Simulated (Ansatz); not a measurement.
Geometry optimisation, DFT PBE, scalar-relativistic, plane waves, PAW in Ansatz 0.2.0.

The input (input.yaml):

```yaml
accuracy: low
crystal:
  lattice:
    - [4.58, 0.0, 0.0]
    - [2.29, 3.966396, 0.0]
    - [0.0, 0.0, 16.58843]
  atoms:
    - { symbol: Be, position: [0.0, 0.0, 0.060283] }
    - { symbol: Be, position: [0.5, 0.0, 0.060283] }
    - { symbol: Be, position: [0.0, 0.5, 0.060283] }
    - { symbol: Be, position: [0.5, 0.5, 0.060283] }
    - { symbol: Be, position: [-0.1666667, 0.3333333, 0.1684436] }
    - { symbol: Be, position: [0.3333333, 0.3333333, 0.1684436] }
    - { symbol: Be, position: [-0.1666667, 0.8333333, 0.1684436] }
    - { symbol: Be, position: [0.3333333, 0.8333333, 0.1684436] }
    - { symbol: Be, position: [0.0, 0.0, 0.2766042] }
    - { symbol: Be, position: [0.5, 0.0, 0.2766042] }
    - { symbol: Be, position: [0.0, 0.5, 0.2766042] }
    - { symbol: Be, position: [0.5, 0.5, 0.2766042] }
    - { symbol: Al, position: [0.1717934, 0.6227154, 0.3899362] }
basis:
  ecutwfc: 420.0
kpoints:
  mp_grid: { grid: [3, 3, 1] }
hamiltonian:
  xc: pbe
scf:
  occupations: { method: fermi_dirac, width: 0.05 }
  lower_state_search: "off"
relax:
  f_tol: 0.08
  max_steps: 25
  adjacent_minimum: "off"
  constraints: [{ sites: [0, 1, 2, 3] }]
```

Run as:

```bash
$ ansatz run input.yaml --threads 1 --pin off --max-ram 3072MiB --backend cpu --events-out ev --progress --plain --runs-dir out
```

Question: Where does it end, and by what steps?

Answer: The run converged. The threshold is loose, so the end isn't yet a minimum. Limits of this set-up: coarse k mesh, thin slab, slab without dipole correction, low accuracy level. After 3 steps the energy has fallen by 0.298 eV; Al13 moved furthest, 0.38 Å.

| step | energy less start (eV) | largest force component (eV/Å) | accepted |
| --- | --- | --- | --- |
| 0 | 0.0000 | 1.727 | yes |
| 1 | -0.1968 | 0.899 | yes |
| 2 | -0.2964 | 0.111 | yes |
| 3 | -0.2979 | 0.078 | yes |

```xyz
13
Lattice="4.5800 0.0000 0.0000 2.2900 3.9664 0.0000 0.0000 0.0000 16.5884" Properties=species:S:1:pos:R:3
Be 0.000 0.000 1.000
Be 2.290 0.000 1.000
Be 1.145 1.983 1.000
Be 3.435 1.983 1.000
Be -0.001 1.319 2.794
Be 2.290 1.322 2.795
Be 1.145 3.306 2.796
Be 3.434 3.305 2.796
Be 0.000 -0.006 4.585
Be 2.290 0.000 4.665
Be 1.146 1.983 4.572
Be 3.432 1.984 4.577
Al 2.263 2.591 6.822
```

Whether the end is a true minimum wasn't checked by a vibrational analysis.

Time of the run: 11 s on 1 thread of Intel(R) Xeon(R) Platinum 8488C (Sapphire Rapids), on a shared host, peak memory 0.47 GiB.
